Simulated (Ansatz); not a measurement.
Level of theory: r2SCAN-D4/def2-TZVP (Ansatz, a program for electronic structure). No frequencies were computed at this level.

Ansatz 0.2 input:
```yaml
crystal:
  periodic: [false, false, false]
  atoms:
    - { symbol: S, position_ang: [1.427257, -1.051349, -0.534558] }
    - { symbol: Ga, position_ang: [-0.112341, 0.426644, 0.164123] }
    - { symbol: S, position_ang: [-2.270721, -0.147422, 0.181116] }
    - { symbol: Cl, position_ang: [0.53112, 2.322153, 0.786998] }
    - { symbol: H, position_ang: [2.410356, -0.186978, -0.312434] }
    - { symbol: H, position_ang: [-1.985671, -1.363047, -0.285244] }
basis:
  gaussian: { orbitals: def2-tzvp }
hamiltonian:
  xc: r2scan
  dispersion: d4
relax:
  max_steps: 150
```

Output:

```
Functional definition: r2SCAN
1234 factors; their error is unknown
mean field evaluation 1: about -86604.0106 eV, gradient 3.7e1 eV
mean field evaluation 2: about -86600.9207 eV, gradient 6.0e1 eV
mean field evaluation 4: about -86606.3851 eV, gradient 1.4e0 eV
mean field evaluation 8: about -86606.3611 eV, gradient 4.0e-2 eV
mean field evaluation 16: about -86606.3611 eV, gradient 3.5e-5 eV
mean field -86606.36112970 eV, -3182.7250676166 hartree, gradient 3.5e-5 eV, S^2 0.000000; 0 other end points of the search recorded, 0 dependent functions left out
reference -86606.36114002 eV, -3182.7250679959 hartree; 41, 41 occupied and 130, 130 virtual orbitals, 1234 factors
relax step   1: F+E_penalty+E_count = -86606.40722440 eV  Δ(F+E_penalty+E_count) = +0.000e0 eV  max|allowed force component| = 1.222e0 eV/Å  Δτ_max = 0.0000 Å  (28 SCF iters, accepted)
these checks for a lower state are left out or cut short: starts, cluster_reference, orbital_swaps, neighbouring_geometries, increment
1234 factors; their error is unknown
mean field -86606.41699215 eV, -3182.7271205236 hartree, gradient 6.7e-6 eV, S^2 0.000000; 0 other end points of the search recorded, 0 dependent functions left out
reference -86606.41700247 eV, -3182.7271209028 hartree; 41, 41 occupied and 130, 130 virtual orbitals, 1234 factors
relax step   2: F+E_penalty+E_count = -86606.46326923 eV  Δ(F+E_penalty+E_count) = -5.604e-2 eV  max|allowed force component| = 2.931e-1 eV/Å  Δτ_max = 0.0375 Å  (32 SCF iters, accepted)
these checks for a lower state are left out or cut short: starts, cluster_reference, orbital_swaps, neighbouring_geometries, increment
1234 factors; their error is unknown
mean field -86606.41879602 eV, -3182.7271868148 hartree, gradient 6.6e-6 eV, S^2 0.000000; 0 other end points of the search recorded, 0 dependent functions left out
reference -86606.41880635 eV, -3182.7271871941 hartree; 41, 41 occupied and 130, 130 virtual orbitals, 1234 factors
relax step   3: F+E_penalty+E_count = -86606.46518182 eV  Δ(F+E_penalty+E_count) = -1.913e-3 eV  max|allowed force component| = 1.301e-1 eV/Å  Δτ_max = 0.0637 Å  (31 SCF iters, accepted)
these checks for a lower state are left out or cut short: starts, cluster_reference, orbital_swaps, neighbouring_geometries, increment
1234 factors; their error is unknown
mean field evaluation 32: about -86606.4519 eV, gradient 8.4e-3 eV
mean field -86606.42191407 eV, -3182.7273014008 hartree, gradient 6.0e-6 eV, S^2 0.000000; 0 other end points of the search recorded, 0 dependent functions left out
reference -86606.42192439 eV, -3182.7273017801 hartree; 41, 41 occupied and 130, 130 virtual orbitals, 1234 factors
relax step   4: F+E_penalty+E_count = -86606.46823680 eV  Δ(F+E_penalty+E_count) = -3.055e-3 eV  max|allowed force component| = 9.142e-2 eV/Å  Δτ_max = 0.0424 Å  (32 SCF iters, accepted)
these checks for a lower state are left out or cut short: starts, cluster_reference, orbital_swaps, neighbouring_geometries, increment
1234 factors; their error is unknown
mean field -86606.42338533 eV, -3182.7273554686 hartree, gradient 6.0e-6 eV, S^2 0.000000; 0 other end points of the search recorded, 0 dependent functions left out
reference -86606.42339565 eV, -3182.7273558480 hartree; 41, 41 occupied and 130, 130 virtual orbitals, 1234 factors
relax step   5: F+E_penalty+E_count = -86606.46970525 eV  Δ(F+E_penalty+E_count) = -1.468e-3 eV  max|allowed force component| = 1.067e-2 eV/Å  Δτ_max = 0.0164 Å  (32 SCF iters, accepted)
these checks for a lower state are left out or cut short: starts, cluster_reference, orbital_swaps, neighbouring_geometries, increment
1234 factors; their error is unknown
mean field -86606.42339926 eV, -3182.7273559806 hartree, gradient 9.0e-5 eV, S^2 0.000000; 0 other end points of the search recorded, 0 dependent functions left out
reference -86606.42340959 eV, -3182.7273563600 hartree; 41, 41 occupied and 130, 130 virtual orbitals, 1234 factors
relax step   6: F+E_penalty+E_count = -86606.46971706 eV  Δ(F+E_penalty+E_count) = -1.181e-5 eV  max|allowed force component| = 4.412e-3 eV/Å  Δτ_max = 0.0014 Å  (21 SCF iters, accepted)
1234 factors; their error is unknown
mean field evaluation 64: about -86606.4234 eV, gradient 2.2e-4 eV
mean field -86606.42339926 eV, -3182.7273559806 hartree, gradient 9.0e-5 eV, S^2 0.000000; 1 other end points of the search recorded, 0 dependent functions left out
reference -86606.42340959 eV, -3182.7273563600 hartree; 41, 41 occupied and 130, 130 virtual orbitals, 1234 factors
Total energy: -86606.46972738 eV, -3182.7290585077 hartree
Atom 0 at     1.439126    -1.046680    -0.528690 Å, force    -0.002835    -0.001024    -0.000117 eV/Å
Atom 1 at    -0.095969     0.358912     0.139951 Å, force     0.001785    -0.000364    -0.000083 eV/Å
Atom 2 at    -2.226724    -0.107602     0.191620 Å, force    -0.002870     0.004126     0.001776 eV/Å
Atom 3 at     0.493828     2.307045     0.785341 Å, force     0.000198     0.000374     0.000020 eV/Å
Atom 4 at     2.425077    -0.158383    -0.308592 Å, force     0.001970     0.001301     0.000250 eV/Å
Atom 5 at    -2.035338    -1.353291    -0.279629 Å, force     0.001751    -0.004412    -0.001846 eV/Å
Dipole moment:     0.074719    -0.259371    -0.101784 e Å
```

Cost: around 50 core-seconds (rough).
